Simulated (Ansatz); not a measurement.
`C[Si](N)(O)O[SiH3]` → `CO[SiH2]N[SiH2]O`  (isomerisation)

Gas-phase electronic energies from Ansatz, PBE0-D4/def2-TZVP geometries. CCSD(T)/CBS adds triple-zeta CCSD(T) − MP2 to the extrapolated MP2 energy (def2 sets, frozen cores). Functionals use def2-TZVPP. One conformer a species, not always the lowest.

```
             level  ΔE (kcal/mol)
            B2PLYP           39.9
               PBE           38.2
     HF/def2-TZVPP           40.7
CCSD(T)/def2-TZVPP           39.8
```

Task: What does CCSD(T)/CBS give? (Estimate.)

Result: Ansatz gave: +40.4 kcal/mol. The listed levels differ from it by -0.5, -2.2, 0.3, -0.6 kcal/mol.

Largest T1 diagnostic among the species: 0.011.

From PBE to PBE0 (25 % exact exchange), in def2-TZVPP and without D4, ΔE moves by +1.4 kcal/mol.
